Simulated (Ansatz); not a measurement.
Reaction (ligand exchange at the Si–Se bond): `F[SiH2][SeH]` + `N[SiH2]S` → `N[SiH2]S[SiH2]F` + H₂Se

Program: Ansatz. Geometries: PBE0-D4/def2-TZVP. ΔE: electronic, gas phase. CCSD(T)/CBS adds triple-zeta CCSD(T) − MP2 to the extrapolated MP2 energy (def2 sets, frozen cores). Functionals use def2-TZVPP. B3LYP here is the variant with VWN-RPA as its local correlation; programs differ in this. For Se outer-core shells are correlated without core-valence functions, which leaves a few kJ/mol of doubt a bond. Scalar relativity is left out up to krypton. One conformer a species, not always the lowest.

```
             level  ΔE (kJ/mol)  difference from CCSD(T)/CBS
            PBE-D4        -11.5                         -2.3
         r2SCAN-D4        -11.8                         -2.6
          B3LYP-D4        -11.2                         -2.0
           ωB97M-V        -11.5                         -2.3
            B2PLYP         -7.7                          1.5
              PBE0         -7.2                          2.0
             B3LYP         -4.7                          4.5
    MP2/def2-TZVPP        -11.8                         -2.6
SCS-MP2/def2-TZVPP        -10.2                         -1.0
CCSD(T)/def2-TZVPP        -11.0                         -1.8
     HF/def2-QZVPP         -3.3                          5.9
    MP2/def2-QZVPP        -10.8                         -1.6
SCS-MP2/def2-QZVPP         -9.5                         -0.3
      HF/CBS(def2)         -3.3                          5.9
     MP2/CBS(def2)        -10.1                         -0.9
    CCSD/CBS(def2)         -7.3                          1.9
       CCSD(T)/CBS         -9.2                            0
```

Largest T1 diagnostic among the species: 0.012.

The D4 term adds −6.5 kJ/mol with B3LYP and −3.9 kJ/mol with PBE0; it sums over pairs of atoms, weighted by their polarisabilities, and B3LYP, whose exchange is more repulsive, gets the larger term. In def2-TZVPP, CCSD(T) changes the Hartree–Fock value by −7.8 kJ/mol (the triples alone add −2.0 kJ/mol) and MP2 by −8.6 kJ/mol.
